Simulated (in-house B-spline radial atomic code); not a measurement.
A fraction x of an electron is removed from 4f in Sm4+, starting from [Xe] 4f4 and keeping the highest spin. Level of theory: scalar-relativistic (X2C) r2SCAN, spin-polarised, spherical fractional occupations, Fermi nucleus of rms radius 5.0819 fm; calculated with a B-spline radial code for spherical atoms.

```tsv
x	E(x) - E(0) (eV)	4f up level (eV)
0	0.0000	-53.343
0.11	5.9918	-55.603
0.14	7.6692	-56.224
0.34	19.3309	-60.406
0.41	23.6112	-61.888
0.5	29.2673	-63.807
0.52	30.5478	-64.236
0.63	37.7439	-66.606
0.79	48.6792	-70.094
0.99	63.1392	-74.518
1	63.8855	-74.741
```

The exact functional would give a straight line between the two integer points. Deviations E(x) - E(0) - x[E(1) - E(0)], in eV: -1.036 at x = 0.11, -1.275 at x = 0.14, -2.39 at x = 0.34, -2.582 at x = 0.41, -2.675 at x = 0.5, -2.673 at x = 0.52, -2.504 at x = 0.63, -1.79 at x = 0.79, -0.107 at x = 0.99.

The curve lies below the straight line by up to 2.675 eV (at x = 0.5): convex, the delocalisation error that favours fractional charges.

**Question.** How well does Slater's transition state (minus the level at half occupation) give the ionisation energy?

**Answer.** It gives 63.807 eV against 63.886 eV from the two total energies; NIST lists 62.70 eV, ground level to ground level.
